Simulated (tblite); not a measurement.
Species: C5H7F3O.
Numbering: `[CH3:1][C@@H:2]1[C@H:3]([F:4])[C@@H:5]1[O:6][CH:7]([F:8])[F:9]` (hydrogens: H10, H11, H12 on C1; H13 on C2; H14 on C3; H15 on C5; H16 on C7)

Computed with GFN2-xTB (tblite), gas phase: Langevin dynamics at 400 K from the optimised GFN2-xTB geometry, time step 0.5 fs, friction 0.01 fs⁻¹, 2000 steps.

Start geometry:
```
atom  x, y, z in Å
C1     -1.503   -0.818   -0.261
C2     -1.000    0.420    0.441
C3     -0.634    1.621   -0.385
F4     -0.745    1.530   -1.730
C5      0.449    0.839    0.302
O6      1.315    0.092   -0.513
C7      1.879   -0.968    0.105
F8      2.817   -0.572    1.011
F9      2.523   -1.698   -0.809
H10    -2.548   -0.686   -0.537
H11    -0.929   -0.995   -1.168
H12    -1.426   -1.687    0.389
H13    -1.465    0.621    1.399
H14    -0.858    2.629   -0.057
H15     0.947    1.302    1.150
H16     1.171   -1.621    0.652
```

The statistics below take the 31 frames saved every 25 fs from 250 to 1000 fs; their kinetic temperature (all 3N coordinates) averages 390 K.

Q: Give the mean, spread and extremes of the bond lengths.

A: 
```tsv
bond	start (Å)	mean (Å)	standard deviation (Å)	shortest (Å)	longest (Å)
C1–C2	1.509	1.523	0.033	1.474	1.594
C2–C3	1.503	1.502	0.042	1.410	1.606
C3–F4	1.353	1.363	0.032	1.297	1.421
C3–C5	1.502	1.498	0.030	1.450	1.559
C5–O6	1.404	1.418	0.033	1.340	1.512
O6–C7	1.351	1.357	0.032	1.294	1.426
C7–F8	1.363	1.364	0.032	1.300	1.444
C7–F9	1.335	1.346	0.035	1.284	1.434
C2–C5	1.515	1.510	0.041	1.437	1.591
C1–H10	1.088	1.096	0.034	1.046	1.180
C1–H11	1.087	1.091	0.030	1.025	1.171
C1–H12	1.089	1.088	0.033	1.033	1.146
C2–H13	1.083	1.089	0.031	1.036	1.164
C3–H14	1.084	1.093	0.031	1.039	1.146
C5–H15	1.087	1.096	0.033	1.033	1.171
C7–H16	1.108	1.123	0.032	1.041	1.193
```

Q: How far does each atom move about its mean position (frames aligned on the start, all atoms weighted alike), and what rms force does it feel?

A: 
```tsv
atom	rms displacement (Å)	rms force (eV/Å)
C1	0.13	2.16
C2	0.09	2.20
C3	0.08	2.12
F4	0.20	1.30
C5	0.13	2.13
O6	0.18	1.61
C7	0.12	1.88
F8	0.36	1.11
F9	0.47	1.23
H10	0.84	1.06
H11	0.72	1.07
H12	0.88	1.14
H13	0.20	1.06
H14	0.16	1.13
H15	0.19	1.08
H16	0.38	1.15
```

The displacements run from 0.08 to 0.88 Å, the largest at H12.

Q: Follow the torsions C3–C5–O6–C7 and C5–O6–C7–F8 through every second one of these frames.

A: 
| t (fs) | C3–C5–O6–C7 (°) | C5–O6–C7–F8 (°) |
| --- | --- | --- |
| 250 | -145 | -67 |
| 300 | -153 | -54 |
| 350 | -176 | -50 |
| 400 | -172 | -53 |
| 450 | -170 | -57 |
| 500 | -176 | -65 |
| 550 | -172 | -78 |
| 600 | -169 | -77 |
| 650 | -159 | -90 |
| 700 | -150 | -92 |
| 750 | -156 | -97 |
| 800 | -161 | -93 |
| 850 | -157 | -97 |
| 900 | -159 | -107 |
| 950 | -148 | -112 |
| 1000 | -154 | -120 |

Largest departure from the start value over all these frames: C3–C5–O6–C7 26° (start -154°), C5–O6–C7–F8 48° (start -72°).

Q: How widely does the potential energy scatter, against a harmonic estimate?

A: Mean 0.66 eV above the start, standard deviation 0.123 eV, range 0.43 to 0.96 eV. For 42 classical harmonic modes at 400 K the canonical values are 42kT/2 = 0.72 eV and kT·√(42/2) = 0.158 eV.

The run is classical and short, so these are rough statistics of one trajectory.

What follows is the cost of the whole dynamics run. On Intel Xeon at 2.80 GHz, one thread (shared host), this took 18 s wall and 0.18 GiB of memory at its peak.
